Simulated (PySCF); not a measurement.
Geometry:
```tsv
atom	x (Å)	y (Å)	z (Å)
C1	1.407	-0.868	-1.668
N2	1.101	0.076	-0.619
Si3	2.085	0.129	0.810
C4	-0.023	0.963	-0.824
C5	-1.406	0.513	-0.303
C6	-1.808	-0.833	-0.906
C7	-2.418	1.583	-0.715
C8	-1.377	0.398	1.221
H9	0.758	-1.762	-1.680
H10	1.320	-0.387	-2.659
H11	2.447	-1.223	-1.571
H12	1.787	-0.923	1.840
H13	3.518	-0.065	0.416
H14	1.887	1.463	1.452
H15	0.199	1.940	-0.356
H16	-0.111	1.159	-1.910
H17	-2.824	-1.115	-0.586
H18	-1.125	-1.632	-0.581
H19	-1.800	-0.800	-2.007
H20	-3.425	1.340	-0.342
H21	-2.480	1.673	-1.812
H22	-2.142	2.571	-0.313
H23	-0.661	-0.371	1.551
H24	-1.092	1.354	1.690
H25	-2.367	0.114	1.613
```

PySCF 2.14.0 with density-fitted response routines calculation with geometry: PBE0-D3(BJ)/def2-SVP and shielding tensors at KT3/pcSseg-1 (GIAO); equivalent nuclei averaged, no solvent model, non-relativistic, a single conformation.

Question: Predict the 2D correlation tables (HSQC, COSY, HMBC).

Answer: 

HSQC (one-bond C–H):
```
                                        δH               δC
                         2.78 (H9/H10/H11)        44.3 (C1)
                            2.60 (H15/H16)        70.6 (C4)
0.92 (H17/H18/H19/H20/H21/H22/H23/H24/H25)  28.6 (C6/C7/C8)
```

HMBC (two and three bonds, from the bond graph):
```
                                        δH                                     δC
                        4.70 (H12/H13/H14)                   70.6 (C4), 44.3 (C1)
                         2.78 (H9/H10/H11)                              70.6 (C4)
                            2.60 (H15/H16)  44.3 (C1), 37.9 (C5), 28.6 (C6/C7/C8)
0.92 (H17/H18/H19/H20/H21/H22/H23/H24/H25)  70.6 (C4), 37.9 (C5), 28.6 (C6/C7/C8)
```

No COSY cross peaks are expected.

δ = σ(ref) − σ, references computed at the same level: 1H (31.32 ppm), 13C (182.31 ppm) against TMS.

Short H···H contacts in this conformer between protons four or more bonds apart (candidates for NOE cross peaks, intensity ∝ r⁻⁶): H9···H18 2.18 Å, H10···H16 2.24 Å, H15···H22 2.42 Å, H14···H15 2.52 Å, H12···H23 2.53 Å, H11···H13 2.54 Å.

Shifts are as computed, not scaled to solution data. Of 1313 compounds with measured shifts, 239 miss one by over three times the rms of a fit or turn the order of signals round; such compounds aren't used in these exercises.
